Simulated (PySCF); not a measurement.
Assignment exercise: C$_{5}$H$_{11}$ClOSi

Molfile (atoms numbered from 1):
```
C5H11ClOSi
     RDKit          3D

 19 18  0  0  0  0  0  0  0  0999 V2000
    3.0676   -0.9074    0.0184 C   0  0  0  0  0  0  0  0  0  0  0  0
    2.2079    0.0520    0.3279 C   0  0  0  0  0  0  0  0  0  0  0  0
    0.9941    0.8365   -0.8766 Si  0  0  1  0  0  4  0  0  0  0  0  0
    1.2075    0.0277   -2.7081 Cl  0  0  0  0  0  0  0  0  0  0  0  0
   -0.8101    0.5259   -0.2927 C   0  0  2  0  0  0  0  0  0  0  0  0
   -1.1846    1.2918    0.9744 C   0  0  0  0  0  0  0  0  0  0  0  0
   -0.8567   -0.8846   -0.1167 O   0  0  0  0  0  0  0  0  0  0  0  0
   -2.1448   -1.4392   -0.0656 C   0  0  0  0  0  0  0  0  0  0  0  0
    3.1312   -1.3081   -0.9802 H   0  0  0  0  0  0  0  0  0  0  0  0
    3.7418   -1.3371    0.7434 H   0  0  0  0  0  0  0  0  0  0  0  0
    2.1884    0.4155    1.3481 H   0  0  0  0  0  0  0  0  0  0  0  0
    1.2205    2.2832   -0.9871 H   0  0  0  0  0  0  0  0  0  0  0  0
   -1.5176    0.8091   -1.0899 H   0  0  0  0  0  0  0  0  0  0  0  0
   -0.9963    2.3521    0.8302 H   0  0  0  0  0  0  0  0  0  0  0  0
   -0.5856    0.9380    1.8097 H   0  0  0  0  0  0  0  0  0  0  0  0
   -2.2365    1.1605    1.2218 H   0  0  0  0  0  0  0  0  0  0  0  0
   -2.7335   -1.1518   -0.9459 H   0  0  0  0  0  0  0  0  0  0  0  0
   -2.0163   -2.5202   -0.0553 H   0  0  0  0  0  0  0  0  0  0  0  0
   -2.6868   -1.1346    0.8367 H   0  0  0  0  0  0  0  0  0  0  0  0
  1  2  2  0
  2  3  1  0
  3  4  1  0
  3  5  1  0
  5  6  1  0
  5  7  1  0
  7  8  1  0
  1  9  1  0
  1 10  1  0
  2 11  1  0
  3 12  1  6
  5 13  1  6
  6 14  1  0
  6 15  1  0
  6 16  1  0
  8 17  1  0
  8 18  1  0
  8 19  1  0
M  END
```

Computational details: coordinates at the GFN2-xTB level, PBE0/pcSseg-1 with gauge-including orbitals, in PySCF 2.14 (fast rotation and ring inversion assumed for equivalent nuclei, non-relativistic Hamiltonian, single conformer, no solvent).

δ = σ(ref) − σ, references computed at the same level: 13C, 1H against TMS.

Task: Assign these signals to the numbered atoms. 13C{1H} NMR (computed): δ 146.0 (CH2), 137.0 (CH), 76.6 (CH), 59.7 (CH3), 14.5 (CH3).

Result: 
146.0 → C1, terminal =CH2 carbon: the olefinic region
137.0 → C2, alkene CH: as expected for a trigonal carbon in a double bond
76.6 → C5, sp3 CH bonded to O and Si: deshielded by the electronegative neighbour
59.7 → C8, methyl carbon bonded to O: pulled downfield by the heteroatom
14.5 → C6, methyl carbon: saturated and bonded to C and H only

Task: Assign these signals to the numbered atoms. 1H NMR (600 MHz, computed): δ 6.66 (m, 1H), 6.43 (m, 1H), 6.35 (m, 1H), 5.19 (m, 1H), 3.50 (s, 3H), 3.22 (m, 1H), 1.31 (d, 3H).

Result: 
| δ (ppm) | atoms | environment | reason |
| --- | --- | --- | --- |
| 6.66 | H10 | hydrogen on a terminal =CH2 carbon | a vinylic proton, deshielded by the sp2 carbon and the C=C anisotropy |
| 6.43 | H9 | hydrogen on a terminal =CH2 carbon | – |
| 6.35 | H11 | hydrogen on an alkene CH | attached to an sp2 carbon and in the plane of the double bond |
| 5.19 | H12 | hydrogen on a silicon bonded to 2 C, Cl | – |
| 3.50 | H17/H18/H19 | hydrogen on a methyl carbon bonded to O | its carbon carries O, hence the downfield position |
| 3.22 | H13 | hydrogen on an sp3 CH bonded to O and Si | its carbon carries O, an electronegative neighbour |
| 1.31 | H14/H15/H16 | hydrogen on a methyl carbon | – |

H9 and H11 lie closer than the usual error of such a calculation, so a measured spectrum could show them in the other order.

Shifts are as computed. Against solution values, carbons near 30 ppm lie about +3 ppm off and those near 130 ppm about +5 ppm. Of 1211 compounds with measured shifts, 218 miss one by over three times the rms of a fit or turn the order of signals round; such compounds aren't used in these exercises. Multiplicities follow the n + 1 count of equivalent neighbours, as no J values were calculated; m marks all less simple cases, F and P coupling included.
